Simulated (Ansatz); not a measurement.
```yaml
atoms:
  - { symbol: O, position_ang: [0.0044, -0.0023, -0.5855] }
  - { symbol: O, position_ang: [0.0003, 0.0092, 0.5902] }
```

Basis set: def2-TZVP (spherical functions). Frozen core: 2 orbitals. Charge 0, multiplicity 3.

Computed with Ansatz (development build ahead of 0.2.0); each method stands on the lowest determinant of its kind that the runs found.

Q: Give the atomization energy at this shape (free ground-state atoms in the same class of orbitals less the molecule, no zero-point energy) of triplet O2 by UHF-MP2, UHF.

A:

```tsv
method	atomization energy
UHF-MP2	5.38 eV
UHF	1.52 eV
```
